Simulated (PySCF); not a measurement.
First-order multiplets

Atom-mapped SMILES (the numbers label the heavy atoms): `[CH3:1][c:2]1[cH:3][cH:4][cH:5][c:6]2[cH:7][cH:8][cH:9][cH:10][c:11]12`. Hydrogens are named by the atom that carries them.

Non-relativistic, one computed conformer, fast rotation and ring inversion assumed for equivalent nuclei, no solvent model. Geometry from PBE0-D3(BJ)/def2-SVP; J: B3LYP/pcJ-1 (without the spin–dipole term); PBE0/pcSseg-1 with gauge-including orbitals; PySCF 2.14.

Shifts are taken against calculated references (same method and geometry level): TMS for 13C (σ = 184.41 ppm).

Spectrometer: 800 MHz for 1H. First-order analysis; couplings under 1 Hz (under 4 Hz in carbon signals) are ignored, and nearly equal couplings are merged; the smaller ones broaden or split the lines further.

(1) What pattern does C5 show in the proton-coupled 13C spectrum?

(2) What pattern does C9 show in the proton-coupled 13C spectrum?

(3) What pattern does C2 show in the proton-coupled 13C spectrum?

(4) What pattern does C1 show in the proton-coupled 13C spectrum?

## Answers

(1) A doublet of doublets of doublets at δ 132.4: 166.7 Hz to H(C5) (1 × 1H, 1 bond away), 7.8 Hz to H(C3) (1 × 1H, 3 bonds away), 5.9 Hz to H(C7) (1 × 1H, 3 bonds away). Lines in Hz from the centre (relative intensity): +90.2 (1), +84.3 (1), +82.4 (1), +76.5 (1), -76.5 (1), -82.4 (1), -84.3 (1), -90.2 (1). The outer lines are 180.4 Hz apart, the sum of the couplings kept, or 0.897 ppm at this field.

(2) A doublet of doublets at δ 130.9: 166.8 Hz to H(C9) (1 × 1H, 1 bond away), 8.9 Hz to H(C7) (1 × 1H, 3 bonds away). Lines in Hz from the centre (relative intensity): +87.8 (1), +79.0 (1), -79.0 (1), -87.8 (1). The outer lines are 175.7 Hz apart, the sum of the couplings kept, or 0.873 ppm at this field.

(3) A doublet of quartets of doublets at δ 139.3: 7.5 Hz to H(C4) (1 × 1H, 3 bonds away), 5.6 Hz to H(C1) (3 × 1H, 2 bonds away), 4.3 Hz to H(C10) (1 × 1H, 3 bonds away). Lines in Hz from the centre (relative intensity): +14.3 (1), +10.0 (1), +8.7 (3), +6.8 (1), +4.4 (3), +3.1 (3), +2.5 (1), +1.2 (3), -1.2 (3), -2.5 (1), -3.1 (3), -4.4 (3), -6.8 (1), -8.7 (3), -10.0 (1), -14.3 (1). The outer lines are 28.6 Hz apart, the sum of the couplings kept, or 0.142 ppm at this field.

(4) A quartet of doublets at δ 21.8: 133.1 Hz to H(C1) (3 × 1H, 1 bond away), 6.2 Hz to H(C3) (1 × 1H, 3 bonds away). Lines in Hz from the centre (relative intensity): +202.8 (1), +196.6 (1), +69.7 (3), +63.5 (3), -63.5 (3), -69.7 (3), -196.6 (1), -202.8 (1). The outer lines are 405.5 Hz apart, the sum of the couplings kept, or 2.016 ppm at this field.

Unscaled 3J(H,H) at this level run about 10 % above measured values.
